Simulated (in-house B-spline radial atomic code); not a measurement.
Lu³⁺. Computed with a B-spline radial atomic code. Model: all-electron spherical atom, spin shells full or empty, radial basis limit, no spin-orbit coupling, Breit or QED, empty-state partial waves extrapolated as (l+1/2)^-4, RPA, G0W0 and static COHSEX of the highest shell as one setting changes (uncorrelated shells keep exact exchange).

Without the two-electron picture change, core correlation of heavy ions comes too large.

Given: element Lu; charge 3; filled core Xe; hamiltonian one-electron scalar X2C; mean-field start Hartree-Fock; highest l of empty states 9; nuclear rms radius 5.37 fm; highest mean-field shell 4f.

Shell: 4f 7 7 (electrons up and down).

```json
{"lowest nl shells left uncorrelated": "0", "RPA correlation energy (hartree)": "-5.9093", "G0W0 level (eV)": "-45.582", "G0W0 minus most complete (meV)": "0", "COHSEX level (eV)": "-50.688", "linearised minus solved G0W0 (meV)": "-5.2"}
{"lowest nl shells left uncorrelated": "1", "RPA correlation energy (hartree)": "-5.6962", "G0W0 level (eV)": "-45.582", "G0W0 minus most complete (meV)": "0", "COHSEX level (eV)": "-50.688", "linearised minus solved G0W0 (meV)": "-5.2"}
{"lowest nl shells left uncorrelated": "2", "RPA correlation energy (hartree)": "-5.4918", "G0W0 level (eV)": "-45.582", "G0W0 minus most complete (meV)": "0.5", "COHSEX level (eV)": "-50.687", "linearised minus solved G0W0 (meV)": "-5.2"}
{"lowest nl shells left uncorrelated": "3", "RPA correlation energy (hartree)": "-4.9022", "G0W0 level (eV)": "-45.58", "G0W0 minus most complete (meV)": "2.1", "COHSEX level (eV)": "-50.685", "linearised minus solved G0W0 (meV)": "-5.2"}
{"lowest nl shells left uncorrelated": "4", "RPA correlation energy (hartree)": "?", "G0W0 level (eV)": "?", "G0W0 minus most complete (meV)": "?", "COHSEX level (eV)": "?", "linearised minus solved G0W0 (meV)": "?"}
{"lowest nl shells left uncorrelated": "5", "RPA correlation energy (hartree)": "-4.1324", "G0W0 level (eV)": "-45.534", "G0W0 minus most complete (meV)": "48.1", "COHSEX level (eV)": "-50.655", "linearised minus solved G0W0 (meV)": "-5.4"}
{"lowest nl shells left uncorrelated": "6", "RPA correlation energy (hartree)": "-3.1879", "G0W0 level (eV)": "-45.484", "G0W0 minus most complete (meV)": "98.1", "COHSEX level (eV)": "-50.75", "linearised minus solved G0W0 (meV)": "-5.6"}
{"lowest nl shells left uncorrelated": "7", "RPA correlation energy (hartree)": "-3.0071", "G0W0 level (eV)": "-45.462", "G0W0 minus most complete (meV)": "120.4", "COHSEX level (eV)": "-50.679", "linearised minus solved G0W0 (meV)": "-5.6"}
{"lowest nl shells left uncorrelated": "8", "RPA correlation energy (hartree)": "-2.4672", "G0W0 level (eV)": "-45.415", "G0W0 minus most complete (meV)": "167.6", "COHSEX level (eV)": "-50.497", "linearised minus solved G0W0 (meV)": "-5.8"}
{"lowest nl shells left uncorrelated": "9", "RPA correlation energy (hartree)": "?", "G0W0 level (eV)": "?", "G0W0 minus most complete (meV)": "?", "COHSEX level (eV)": "?", "linearised minus solved G0W0 (meV)": "?"}
{"lowest nl shells left uncorrelated": "10", "RPA correlation energy (hartree)": "-1.3793", "G0W0 level (eV)": "-45.931", "G0W0 minus most complete (meV)": "-349.3", "COHSEX level (eV)": "-50.736", "linearised minus solved G0W0 (meV)": "-4.4"}
{"lowest nl shells left uncorrelated": "11", "RPA correlation energy (hartree)": "-0.8808", "G0W0 level (eV)": "-46.666", "G0W0 minus most complete (meV)": "-1083.9", "COHSEX level (eV)": "-50.661", "linearised minus solved G0W0 (meV)": "-2.1"}
```

Q: What follows for lowest nl shells left uncorrelated = 4?

A: RPA correlation energy -4.7121 hartree; G0W0 level -45.57 eV; G0W0 minus most complete 11.7 meV; COHSEX level -50.672 eV; linearised minus solved G0W0 -5.3 meV.

Q: What follows for lowest nl shells left uncorrelated = 9?

A: RPA correlation energy -1.5445 hartree; G0W0 level -45.799 eV; G0W0 minus most complete -216.7 meV; COHSEX level -50.78 eV; linearised minus solved G0W0 -4.8 meV.
